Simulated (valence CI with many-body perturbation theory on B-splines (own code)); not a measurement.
Values are calculated unless marked as measured or tabulated.
## Level structure of Cs31+

Method: valence CI with perturbative core correlation (CI+MBPT): six valence electrons over a frozen Dirac-Fock core [Ar], radial functions for each j: 7 s, 7 p, 8 d, 6 f, 4 g, 1 h, with the one-electron correlation potential Σ1 (screened to all orders), the two-electron term Σ2, the three-electron term Σ3, Breit, model QED; selected single and double excitations, second order for the rest, scaled by the run's own slope (own B-spline code, finite nucleus).

The last digits are not significant, and no measured levels were compared; by estimate large intervals hold to a few tenths of a per cent, small ones and those within an open d or f shell to about a per cent. Core correlation moves these levels by up to 8700 cm⁻¹, and in measured spectra 5 to 20 % of such shifts remained as error; rates that hang on mixing are uncertain with them. Among the levels kept, up to 980 cm⁻¹ of a level comes from second order outside the variational space, and about a tenth of that is noise between levels of different J, which matters for small intervals. Only levels of the ground parity were solved; by the run's estimate the other parity begins above the list, which can be wrong where configurations are misplaced.

Levels 1 to 34 of 34, with energies above the lowest level, (3d3/2^4 3d5/2^2) J=4. "Leading %" is the weight of the configuration and term that name the level; weights of strongly mixed levels are sums over their largest components and can fall short. In the jj column 3d3/2^4 stands for four electrons in 3d with j = 3/2.

```tsv
No.	Configuration	Term	J	E (cm⁻¹)	Leading %	g	Leading jj
1	3d6	5D	4	0	58	1.360	3d3/2^4 3d5/2^2 (81 %)
2	3d6	3P	2	38478	43	1.373	3d3/2^4 3d5/2^2 (84 %)
3	3d6	5D	3	92067	82	1.428	3d3/2^3 3d5/2^3 (86 %)
4	3d6	5D	0	94313	46		3d3/2^4 3d5/2^2 (57 %)
5	3d6	5D	1	114860	67	1.412	3d3/2^3 3d5/2^3 (87 %)
6	3d6	5D	4	124200	28	1.113	3d3/2^3 3d5/2^3 (79 %)
7	3d6	3G	5	160840	56	1.121	3d3/2^3 3d5/2^3 (99 %)
8	3d6	3H	6	160970	76	1.121	3d3/2^3 3d5/2^3 (97 %)
9	3d6	3F	2	188810	51	0.923	3d3/2^3 3d5/2^3 (77 %)
10	3d6	3F	3	192870	37	1.025	3d3/2^3 3d5/2^3 (89 %)
11	3d6	5D	2	217490	49	1.334	3d3/2^2 3d5/2^4 (73 %)
12	3d6	3G	4	247770	42	1.001	3d3/2^3 3d5/2^3 (64 %)
13	3d6	3D	1	253510	61	0.887	3d3/2^3 3d5/2^3 (79 %)
14	3d6	5D	0	254810	45		3d3/2^2 3d5/2^4 (79 %)
15	3d6	3D	2	258020	50	1.201	3d3/2^3 3d5/2^3 (56 %)
16	3d6	3P	0	268060	85		3d3/2^3 3d5/2^3 (66 %)
17	3d6	3F	4	269270	42	1.097	3d3/2^2 3d5/2^4 (84 %)
18	3d6	3F	3	281410	42	1.155	3d3/2^3 3d5/2^3 (79 %)
19	3d6	3H	5	286640	56	1.102	3d3/2^2 3d5/2^4 (99 %)
20	3d6	1F	3	297510	46	1.128	3d3/2^2 3d5/2^4 (60 %)
21	3d6	1I	6	309580	76	1.035	3d3/2^2 3d5/2^4 (97 %)
22	3d6	3G	3	315450	55	0.920	3d3/2^2 3d5/2^4 (89 %)
23	3d6	3P	1	350130	69	1.191	3d3/2^2 3d5/2^4 (74 %)
24	3d6	1G	4	358420	62	1.050	3d3/2^2 3d5/2^4 (72 %)
25	3d6	1D	2	358450	43	1.051	3d3/2^2 3d5/2^4 (76 %)
26	3d6	3P	1	397960	76	1.491	3d3/2 3d5/2^5 (79 %)
27	3d6	3F	2	414610	81	0.775	3d3/2^2 3d5/2^4 (90 %)
28	3d6	3F	4	421120	69	1.167	3d3/2^2 3d5/2^4 (70 %)
29	3d6	1G	4	482300	67	1.025	3d3/2 3d5/2^5 (59 %)
30	3d6	3P	2	499540	57	1.300	3d3/2 3d5/2^5 (82 %)
31	3d6	3F	3	505990	47	1.063	3d3/2 3d5/2^5 (88 %)
32	3d6	3P	0	531770	54		3d5/2^6 (74 %)
33	3d6	1D	2	543810	92	1.002	3d3/2^2 3d5/2^4 (87 %)
34	3d6	1S	0	682440	85		3d3/2^2 3d5/2^4 (71 %)
```

The ionisation energy to 3d5 6S_5/2 of the next ion comes out as 1935.6 eV (NIST: 1936 ± 4 eV (theoretical)). All 34 levels together are meant to be complete up to 709730 cm⁻¹.
